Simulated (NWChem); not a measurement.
The numbers come from NWChem runs, not from measurements. System: H₄S₃Si, charge 0, spin multiplicity 1, at a geometry optimised with B3LYP/def2-SVP. The structure started from a generated list of species. Level: MP2/def2-TZVP, 20 core orbitals frozen.

Input file:

```
start mol
memory heap 200 mb stack 800 mb global 1000 mb
geometry units angstroms nocenter noautoz noautosym
  Si    -0.353221     0.380294     0.066895
  S     -0.771997    -0.724410    -1.733748
  S     -0.391477    -0.984895     1.732656
  S      1.629373     1.207054    -0.086748
  H     -1.357867     1.462934     0.257628
  H     -2.089698    -0.887329    -1.459355
  H     -0.348877    -0.009712     2.673583
  H      1.287140     2.146004    -1.002944
end
basis spherical
  * library def2-tzvp
end
scf
  rhf
  nopen 0
  maxiter 100
  thresh 1e-7
  semidirect memsize 60000000 filesize 0
end
mp2
  freeze core 20
end
task mp2 energy
```

Part of the output:

```
             Northwest Computational Chemistry Package (NWChem) 7.3.0
             --------------------------------------------------------

                                NWChem Input Module
                                -------------------

 Scaling coordinates for geometry "geometry" by  1.889725989
 (inverse scale =  0.529177249)

                             Geometry "geometry" -> ""
                             -------------------------

 Output coordinates in angstroms (scale by  1.889725989 to convert to a.u.)

  No.       Tag          Charge          X              Y              Z
 ---- ---------------- ---------- -------------- -------------- --------------
    1 Si                  14.0000    -0.35322100     0.38029400     0.06689500
    2 S                   16.0000    -0.77199700    -0.72441000    -1.73374800
    3 S                   16.0000    -0.39147700    -0.98489500     1.73265600
    4 S                   16.0000     1.62937300     1.20705400    -0.08674800
    5 H                    1.0000    -1.35786700     1.46293400     0.25762800
    6 H                    1.0000    -2.08969800    -0.88732900    -1.45935500
    7 H                    1.0000    -0.34887700    -0.00971200     2.67358300
    8 H                    1.0000     1.28714000     2.14600400    -1.00294400

 Effective nuclear repulsion energy (a.u.)     335.5420075773

            Nuclear Dipole moment (a.u.)
            ----------------------------
        X                 Y               Z
 ---------------- ---------------- ----------------
    -0.0000226767    -0.0000056692     0.0000037795


 Summary of "ao basis" -> "" (spherical)
 ------------------------------------------------------------------------------
       Tag                 Description            Shells   Functions and Types
 ---------------- ------------------------------  ------  ---------------------
 *                         def2-tzvp                  on all atoms

 Summary of "ao basis" -> "ao basis" (spherical)
 ------------------------------------------------------------------------------
       Tag                 Description            Shells   Functions and Types
 ---------------- ------------------------------  ------  ---------------------
 Si                        def2-tzvp                13       37   5s5p2d1f
 S                         def2-tzvp                13       37   5s5p2d1f
 H                         def2-tzvp                 4        6   3s1p

                                 NWChem SCF Module
                                 -----------------

  ao basis        = "ao basis"
  functions       =   172
  atoms           =     8
  closed shells   =    33
  open shells     =     0
  charge          =   0.00
  wavefunction    = RHF
  use symmetry    = F
  symmetry adapt  = F

 Summary of "ao basis" -> "ao basis" (spherical)
 ------------------------------------------------------------------------------
       Tag                 Description            Shells   Functions and Types
 ---------------- ------------------------------  ------  ---------------------
 Si                        def2-tzvp                13       37   5s5p2d1f
 S                         def2-tzvp                13       37   5s5p2d1f
 H                         def2-tzvp                 4        6   3s1p

 Forming initial guess at       0.1s

      Superposition of Atomic Density Guess
      -------------------------------------

 Sum of atomic energies:       -1483.27315131

      Non-variational initial energy
[...]
 Vector   36  Occ=0.000000D+00  E= 1.312645D-01
              MO Center= -5.5D-01,  3.8D-01,  2.3D-01, r^2= 7.1D+00
   Bfn.  Coefficient  Atom+Function         Bfn.  Coefficient  Atom+Function
  ----- ------------  ---------------      ----- ------------  ---------------
    20      1.507010  1 Si pz                42      1.086754  2 S  s
    79     -0.963104  3 S  s                 93     -0.544785  3 S  py
    56      0.421567  2 S  py               131     -0.383946  4 S  pz
    57      0.333825  2 S  pz               163      0.327374  7 H  s
    18      0.313327  1 Si px                17      0.304316  1 Si pz

------------------------------------------------------------
EAF file 0: "./mol.aoints.0" size=524288 bytes
------------------------------------------------------------
               write      read    awrite     aread      wait
               -----      ----    ------     -----      ----
     calls:        1        21         0         0         0
   data(b): 5.24e+05  1.10e+07  0.00e+00  0.00e+00
   time(s): 0.00e+00  0.00e+00  0.00e+00  0.00e+00  0.00e+00
rate(mb/s): 0.00e+00  0.00e+00
------------------------------------------------------------

 center of mass
 --------------
 x =   0.03670566 y =  -0.03966969 z =  -0.00685916

 moments of inertia (a.u.)
 ------------------
        1102.881838625872        -328.667390831693         -58.619630558966
        -328.667390831693        1154.212029118743          62.711182699706
         -58.619630558966          62.711182699706         808.079881155748

  Mulliken analysis of the total density
  --------------------------------------

    Atom       Charge   Shell Charges
 -----------   ------   -------------------------------------------------------
    1 Si  14    13.45   2.00  0.58  1.39  0.81  0.28  4.12  1.73  0.50  1.27  0.18  0.17  0.35  0.06
    2 S   16    16.33   2.01  0.49  1.48  1.04  0.81  4.18  1.69  0.88  2.42  1.23  0.03  0.07  0.01
    3 S   16    16.33   2.01  0.49  1.48  1.04  0.81  4.18  1.69  0.88  2.42  1.23  0.03  0.07  0.01
    4 S   16    16.33   2.01  0.49  1.48  1.04  0.81  4.18  1.69  0.88  2.42  1.23  0.03  0.07  0.01
    5 H    1     1.03   0.24  0.56  0.22  0.01
    6 H    1     0.84   0.23  0.49  0.10  0.02
    7 H    1     0.84   0.23  0.49  0.10  0.02
    8 H    1     0.84   0.23  0.49  0.10  0.02

       Multipole analysis of the density wrt the origin
       ------------------------------------------------

     L   x y z        total         open         nuclear
     -   - - -        -----         ----         -------
     0   0 0 0     -0.000000      0.000000     66.000000

     1   1 0 0     -0.582058      0.000000     -0.000023
     1   0 1 0      0.628877      0.000000     -0.000006
     1   0 0 1      0.107573      0.000000      0.000004

     2   2 0 0    -41.009462      0.000000    229.266742
     2   1 1 0      0.535811      0.000000    169.045409
     2   1 0 1      0.100634      0.000000     30.162061
     2   0 2 0    -41.118843      0.000000    202.786327
     2   0 1 1     -0.102322      0.000000    -32.262066
     2   0 0 2    -40.530674      0.000000    380.892389

                   NWChem MP2 Semi-direct Energy/Gradient Module
                   ---------------------------------------------

  Basis functions       =    172
  Molecular orbitals    =    172
  Frozen core           =     20
  Frozen virtuals       =      0
  Active alpha occupied =     13
  Active beta occupied  =     13
  Active alpha virtual  =    139
  Active beta virtual   =    139
  Use MO symmetry       = F
  Use skeleton AO sym   = F

  AO/Fock/Back tols     =   1.0D-09  1.0D-09  1.0D-09

 GA uses MA = F    GA memory limited = T

 Available:
  local mem=  1.15D+08
 global mem=  1.31D+08
 local disk=  0.00D+00
  mp2_memr nvloc                   139
  nvloc new                   139
   1 passes of  13:        5242880                     150665                  84693725.
   1 passes of  13: M    114681206           G      131012832           F     109438326.

 Semi-direct pass number   1 of   1  for RHF alpha+beta  at       66.1s
  vrange nnbf                 13777
  mp2_eaftype                   323  avail_ma_in_mb                   999
 EAF : mp2_eaftype filesize         323   42346862.
  mp2_eaf for mointskh                    323
Node 0 wrote    199.2 Mb in      0.1 s     Agg I/O rate:  1894.7 Mb/s
 Done moints_semi at       87.3s
  mp2_eaftype                   323  avail_ma_in_mb                   676
 EAF : mp2_eaftype filesize         323   42346862.
  mp2_eaf for kh                   323
 Done maket at       88.6s
 Done multipass loop at       88.6s

          -------------------------------------------
          SCF energy               -1483.997375819326
          Correlation energy          -0.630900985118
          Singlet pairs               -0.410681216217
          Triplet pairs               -0.220219768901
          Total MP2 energy         -1484.628276804443
          -------------------------------------------

          ---------------------------------------------------
                    Spin Component Scaled (SCS) MP2
          Same spin pairs                     -0.146813179267
          Same spin scaling factor             0.333333333333
          Opposite spin pairs                 -0.484087805850
          Opposite spin scaling fact.          1.200000000000
          SCS-MP2 correlation energy          -0.629843093443
          Total SCS-MP2 energy             -1484.627218912769
          ---------------------------------------------------

 -----------------------
 Performance information
 -----------------------

 Timer overhead =  2.74D-07 seconds/call

               Nr. of calls         CPU time (s)                 Wall time (s)                GFlops
             ---------------    -------------------     ------------------------------   -------------------
Name         Min   Avg   Max    Min     Avg     Max     Min     Avg     Max   Mx/calls   Min     Max     Sum
mp2: moin     1     1     1    21.     21.     21.      21.     21.     21.     21.      0.0     0.0     0.0
mp2: make     1     1     1    1.3     1.3     1.3      1.3     1.3     1.3     1.3      0.0     0.0     0.0
mp2: tota     1     1     1    23.     23.     23.      23.     23.     23.     23.      0.0     0.0     0.0

 The average no. of pstat calls per process was 3.00D+00
 with a timing overhead of 8.22D-07s

 Task  times  cpu:       88.6s     wall:       88.6s

 Total times  cpu:       88.6s     wall:       88.6s
```
